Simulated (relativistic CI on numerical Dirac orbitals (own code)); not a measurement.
**Cr⁵⁺ in a cubic cluster: 3s photoemission with charge transfer**

Computed with a charge-transfer multiplet model of a cubic metal-ligand cluster with up to 2 ligand holes, Slater and spin-orbit integrals from Dirac-Coulomb-Breit ions, Slater integrals scaled by 0.8. The ground state mixes d1 with configurations of k ligand holes L, whose averages lie at kΔ + k(k − 1)U_dd/2; a core hole lowers each added d electron by U_cd. 20 K, Lorentzian 1.4 eV and Gaussian 0.8 eV FWHM.

Atomic integrals in eV (Slater integrals scaled, ζ unscaled), ground: F2dd 9.377, F4dd 5.906, zeta_d 0.045; with the core hole: F2dd 9.377, F4dd 5.906, zeta_d 0.051, G2cd 10.212. Where a configuration has fewer than two d electrons, the dd integrals are those of d2.

Cluster parameters (eV): Δ = 0.4, U_dd = 4.7, U_cd = 5.4, 10Dq(ligand) = 1.4, V(eg) = 2.05, V(t2g) = -1.08, final-state hopping factor = 1.

```csv
Case,n_d,d1,d2L,d3L2,S
10Dq = 1 eV,1.90,0.27,0.57,0.17,0.50
10Dq = 1.3 eV,1.89,0.27,0.56,0.17,0.50
10Dq = 1.9 eV,1.88,0.28,0.56,0.16,0.50
10Dq = 2.2 eV,1.88,0.28,0.56,0.16,0.50
10Dq = 2.8 eV,1.88,0.28,0.56,0.16,0.50
```

Weights, n_d and S are thermal averages at 20 K. Binding energies count from the first peak over 30 % of the highest in each spectrum, which can be another peak from case to case. The parameters are a model scan and need not match a compound or its usual spin state. Peaks in eV (height, largest 100):
- 10Dq = 1 eV: 0.0 (100), 4.4 (43), 7.3 (26), 10.2 (11), 14.3 (5), 15.4 (5)
- 10Dq = 1.3 eV: 0.0 (100), 4.4 (42), 7.3 (26), 10.4 (11), 15.4 (5)
- 10Dq = 1.9 eV: 0.0 (100), 4.3 (40), 7.2 (25), 10.6 (11), 14.8 (5)
- 10Dq = 2.2 eV: 0.0 (100), 4.3 (39), 7.2 (24), 10.7 (11), 14.7 (5), 15.8 (5)
- 10Dq = 2.8 eV: 0.0 (100), 4.2 (37), 6.0 (30), 13.4 (6), 16.0 (5)

Curve for 10Dq = 1.9 eV (points under 2 left out, the grid thinned):

E (eV), Intensity and a bar:
```
     -3.6        5.1 #
     -3.1        6.7 #
     -2.6        9.4 ##
     -2.1       14.0 ####
     -1.7       20.6 ######
     -1.2       36.7 ###########
     -0.7       67.5 #####################
     -0.2       97.9 ##############################
      0.3       89.2 ###########################
      0.8       56.3 #################
      1.2       37.3 ###########
      1.7       26.0 #######
      2.2       21.3 ######
      2.7       20.2 ######
      3.2       23.8 #######
      3.7       32.8 ##########
      4.1       39.3 ############
      4.6       38.0 ###########
      5.1       30.0 #########
      5.6       24.7 #######
      6.1       22.5 ######
      6.6       22.7 ######
      7.0       24.4 #######
      7.5       23.8 #######
      8.0       18.9 #####
      8.5       14.2 ####
      9.0       11.9 ###
      9.5       11.0 ###
     10.0       10.8 ###
     10.4       11.0 ###
     10.9       10.8 ###
     11.4        9.0 ##
     11.9        7.2 ##
     12.4        6.2 #
     12.9        5.8 #
     13.3        5.6 #
     13.8        5.4 #
     14.3        5.4 #
     14.8        5.4 #
     15.3        5.4 #
     15.8        5.3 #
     16.2        5.0 #
     16.7        4.0 #
     17.2        2.9 
     17.7        2.1
```

For the case 10Dq = 1.9 eV, Δ = 0.4 eV is smaller than U_dd = 4.7 eV, the charge-transfer side of the Zaanen-Sawatzky-Allen scheme. With the core hole the average of the configuration with one ligand hole lies at Δ − U_cd = -5.0 eV before mixing: the effective hopping of about 4.5 eV (from the holes of the mixed ground state) is comparable with this gap or larger, so the configurations mix strongly.

With at most 2 ligand holes the space is cut while the next configuration still counts, so covalency is underestimated, and a final configuration with one more ligand hole, which can lie low, is missing from the spectra.

Without intra-shell correlation the exchange splitting of the 3s hole comes out too large.
